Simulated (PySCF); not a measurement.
Some computed properties have been withheld. Give your best values.

C6H7NO2.
Z-matrix (Å and degrees, GFN2-xTB geometry), rows numbered from 1:
```
O 
C   1  1.2034
C   2  1.4640  1  124.70
C   3  1.3210  2  121.53  1   178.20
C   4  1.4653  3  149.49  2  -173.79
C   4  1.4655  3  147.69  2    -5.32
N   6  1.4298  4  120.31  5   109.77
C   7  1.3496  6  121.62  4   149.61
O   8  1.2035  7  125.08  6     0.51
H   2  1.1077  1  121.59  3   179.67
H   3  1.0826  2  116.81  1    -2.22
H   5  1.0816  4  117.71  6  -108.86
H   5  1.0800  4  119.31  6   106.91
H   6  1.0845  4  120.19  5  -107.23
H   7  1.0077  6  117.72  4   -28.95
H   8  1.1046  7  111.68  6  -179.58
```

| property | level | value |
| --- | --- | --- |
| point group of the GFN2-xTB geometry | GFN2-xTB | C1 |
| rotational constants A, B, C of the GFN2-xTB geometry | GFN2-xTB | ? |
| dipole moment | PBE0/def2-SVPD | ? |
| HOMO energy | PBE0/def2-SVPD | ? |
| LUMO energy | PBE0/def2-SVPD | -2.14 eV |
| lowest singlet excitation | TDDFT PBE0/def2-SVPD | 3.57 eV (347 nm, f = 0.000) |
| strongest line among the 6 lowest singlet transitions | TDDFT PBE0/def2-SVPD | ? |
| lowest triplet excitation (Tamm–Dancoff) | TDA PBE0/def2-SVPD | ? |
| static isotropic polarisability | PBE0/def2-SVPD | 89.8 au |
| electronic spatial extent ⟨r²⟩ about the centre of nuclear charge | PBE0/def2-SVPD | ? |
| 13C chemical shifts (computed TMS as zero) by class | GIAO PBE0/pcSseg-1 | ? |
| 1H chemical shifts (computed TMS as zero) by class | GIAO PBE0/pcSseg-1 | 10.03 (H10), 8.33 (H16), 6.64 (H11), 5.01 (H14), 4.06 (H15), 1.91 (H13), 1.19 (H12) ppm |
| isotropic shieldings of nuclei other than C and H, by class | GIAO PBE0/pcSseg-1 | 121 (N7), -373 (O1), -82 (O9) ppm |

Electronic properties: PySCF, gas phase, density fitting.

Task: Give the strongest line among the 6 lowest singlet transitions.

Result: S6 at 6.24 eV (199 nm, f = 0.285).

Task: The dipole moment?

Result: 4.55 D.

Task: Give the HOMO energy.

Result: -7.62 eV.

Task: The lowest triplet excitation (Tamm–Dancoff)?

Result: 3.03 eV.

Task: The 13C chemical shifts (computed TMS as zero) by class?

Result: 195.2 (C2), 161.0 (C4), 160.3 (C8), 131.8 (C3), 26.5 (C6), 13.5 (C5) ppm.

Task: What are the rotational constants A, B, C of the GFN2-xTB geometry?

Result: 2.728, 0.872, 0.709 GHz.

Task: The electronic spatial extent ⟨r²⟩ about the centre of nuclear charge?

Result: 1536 bohr².

The largest Löwdin shares of the HOMO are 0.50 on O1, 0.14 on C2, 0.08 on C3 and 0.07 on H10. The largest Löwdin shares of the LUMO are 0.24 on C4, 0.21 on O1, 0.20 on C2 and 0.14 on C3. The dipole equals about 15.2 × 10⁻³⁰ C·m (1 D = 3.33564 × 10⁻³⁰ C·m). The principal polarisabilities are 64.6, 87.1 and 117.9 au; their mean is the isotropic value. The vertical singlet–triplet gap S1 − T1 is 0.54 eV (TDDFT singlet less Tamm–Dancoff triplet; S1: HOMO→LUMO, weight 0.84; T1: HOMO→LUMO, weight 0.81). The polarisability is 13.31 Å³ as a volume (1 au = 0.148185 Å³), or 1.36 au for each of the 66 electrons.

For the NMR shielding job (PBE0/pcSseg-1), the run took 26 s on Arm Neoverse V2, one thread, no GPU (shared host), and the process peaked at 0.83 GiB of memory.

One conformer stands for the species.
